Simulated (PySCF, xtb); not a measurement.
BH5O3Si, SMILES OB(O)O[SiH3]. The values are those of a single conformer.

Harmonic wavenumbers (cm⁻¹) from GFN2-xTB (xtb 6.7.1) at its own minimum, in rising order: 23, 81, 91, 361, 410, 433, 482, 574, 601, 638, 682, 754, 785, 817, 908, 933, 1051, 1227, 1395, 2231, 2245, 2266, 3636, 3643.

Problem. What does B3LYP-D3(BJ)/def2-SVP (PySCF 2.14.0) give at its own minimum? (An estimate is asked for; the answer gives what the named calculation found.)

Solution. 77, 98, 109, 345, 401, 487, 492, 667, 706, 735, 766, 928, 958, 959, 971, 1009, 1063, 1418, 1477, 2229, 2230, 2251, 3884, 3895. Paired by order, the mean absolute difference is 83 cm⁻¹ and the zero-point energies are 37.6 and 40.2 kcal/mol.
